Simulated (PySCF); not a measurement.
A TDDFT job was run through a driver script with this input:

```
{"job": {"kind": "uv", "xc": "wB97X-D", "basis": "def2-SVPD", "ip": true, "nstates": 10}, "charge": 0, "multiplicity": 1}
In     0.035323     0.008623    -1.481340
P     -0.022339    -0.000251     1.237541
H      0.671962     1.033084     1.910837
H      0.520921    -1.133382     1.888685
H     -1.280904     0.080650     1.880338
Cl     2.367745    -0.017340    -1.741981
Cl    -1.136786     2.002658    -1.847045
Cl    -1.155932    -1.974050    -1.847035
```

Its output, with some lines taken out ([cut]) and without the SCF cycles:

```
converged SCF energy = -1913.5814966646

[cut]

Singlet excitations
state   eV       nm        f      main configurations
  1   5.6519    219.4   0.00009   H->L 0.92
  2   5.8306    212.6   0.00660   H-4->L 0.60, H-2->L 0.33
[cut]
  4   5.8687    211.3   0.14101   H-1->L 0.92
  5   5.8729    211.1   0.06229   H-2->L 0.55, H-4->L 0.33
  6   5.9005    210.1   0.06623   H-3->L 0.67, H-5->L 0.23
  7   7.3220    169.3   0.01724   H-1->L+1 0.44, H-6->L 0.40
  8   7.3388    168.9   0.01721   H-1->L+2 0.44, H-7->L 0.38
  9   7.4739    165.9   0.13427   H-1->L+1 0.32, H-6->L 0.22, H-8->L 0.10
[cut]

Triplet excitations (Tamm-Dancoff, eV): 5.3323 5.3848 5.4019 5.4044
Vertical ionisation energy (delta-SCF) = 10.9588 eV
Vertical electron affinity (delta-SCF) = 0.5118 eV
```

Computed, not measured: TDDFT wB97X-D/def2-SVPD, vertical, gas phase, core orbitals frozen in the response, def2 core potentials past Kr (PySCF 2.14.0, density-fitted response routines). Geometry: PBE0-D3(BJ)/def2-SVP; no solvent, vibrations or thermal averaging. Atoms past krypton carry effective core potentials; spin–orbit coupling is left out.

Task: Restore the lines that were cut, in order.

Result: 
```
Static polarisability (au): isotropic 105.500, principal 104.555 105.669 106.275
  3   5.8328    212.6   0.00674   H-5->L 0.70, H-3->L 0.22
 10   7.4745    165.9   0.10088   H-8->L 0.36, H-1->L+2 0.08, H-1->L+1 0.08
```

Task: Give the energy of state 7 in hartree, cm⁻¹ and kJ/mol.

Result: 0.26908 hartree, 59056 cm⁻¹, 706.5 kJ/mol.

Task: How much of the mean polarisability do the listed states account for?

Result: The sum over states Σ f/ΔE² (ΔE in hartree) gives 9.66 au, 9% of the total; the rest comes from higher roots of the same response equations.

Task: How many basis functions and electrons does this run hold?

Result: 161 basis functions for 90 electrons in 45 doubly occupied orbitals (core potentials stand for the other electrons).

Task: Which species is it?

Result: In(PH3)Cl3 (`[PH3]->[In]([Cl])([Cl])[Cl]`) (Cl3H3InP).

H and L stand for HOMO and LUMO.

The pairwise dispersion term of wB97X-D wasn't added to the energies; at a given geometry it leaves orbitals and properties as they are.
